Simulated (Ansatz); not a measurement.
Computed with Ansatz on PBE0-D4/def2-TZVP structures; ΔE is electronic, products minus reactants. CCSD(T)/CBS is the MP2 limit (def2-TZVPP, def2-QZVPP) plus CCSD(T) − MP2 in def2-TZVPP, frozen cores. This one scheme is used for every species. Functionals use def2-TZVPP. B3LYP here is the variant with VWN-RPA as its local correlation; programs differ in this. HSE06 is defined as in plane-wave codes. Elements past krypton have def2 core potentials. For W outer-core shells are correlated without core-valence functions, which leaves a few kJ/mol of doubt a bond. Each species was taken in one conformer, which may not be the lowest.

Reaction (ligand exchange at a W–N bond): `[NH2][W]([OH])(=[S])=[S]` + HCl → `[OH][W](=[S])(=[S])[Cl]` + NH₃

```csv
level,ΔE (kJ/mol),difference from CCSD(T)/CBS
LDA (SPW92),-42.1,5.9
PBE-D4,-49.7,-1.7
revPBE-D4,-49.2,-1.2
BLYP-D4,-48.8,-0.8
r2SCAN-D4,-50.5,-2.5
B97M-V,-54.0,-6.0
PBE0-D4,-48.4,-0.4
r2SCANh-D4,-49.9,-1.9
HSE06-D4,-48.9,-0.9
BHLYP-D4,-47.6,0.4
CAM-B3LYP-D4,-41.8,6.2
ωB97X-V,-42.5,5.5
ωB97M-V,-44.8,3.2
B2PLYP,-53.5,-5.5
PBE-QIDH,-53.3,-5.3
PBE,-50.0,-2.0
revPBE,-52.1,-4.1
BLYP,-49.6,-1.6
r2SCAN,-50.8,-2.8
PBE0,-48.6,-0.6
B3LYP,-48.1,-0.1
r2SCANh,-50.1,-2.1
r2SCAN0,-49.1,-1.1
HSE06,-49.0,-1.0
BHLYP,-46.1,1.9
CAM-B3LYP,-41.7,6.3
LC-ωPBE,-38.9,9.1
RPA@PBE/def2-TZVPP,-43.9,4.1
HF/def2-SVP,-37.9,10.1
MP2/def2-SVP,-54.7,-6.7
CCSD/def2-SVP,-38.0,10.0
CCSD(T)/def2-SVP,-40.4,7.6
HF/def2-TZVPP,-42.4,5.6
SCS-MP2/def2-TZVPP,-57.2,-9.2
CCSD/def2-TZVPP,-41.8,6.2
HF/def2-QZVPP,-43.2,4.8
SCS-MP2/def2-QZVPP,-58.7,-10.7
HF/CBS(def2),-43.3,4.7
MP2/CBS(def2),-64.8,-16.8
CCSD/CBS(def2),-44.3,3.7
CCSD(T)/CBS,-48.0,0
```

(1) What do rigid-rotor, harmonic-oscillator terms from PBE0-D4/def2-TZVP frequencies (298.15 K, 1 bar) make of the CCSD(T)/CBS value? (Estimate.)

Largest T1 diagnostic among the species: 0.022, so the coupled-cluster value is less sure than usual.

Results:

(1) Computed: ΔZPE = +9.4 kJ/mol, ΔH = -38.7 kJ/mol, ΔS = 4 J/(mol·K), ΔG = -39.8 kJ/mol.

At CCSD(T), def2-SVP lies +7.6 kJ/mol from the extrapolated value and def2-TZVPP +2.5 kJ/mol. In def2-TZVPP, CCSD(T) changes the Hartree–Fock value by −3.1 kJ/mol (the triples alone add −3.7 kJ/mol) and MP2 by −20.0 kJ/mol.
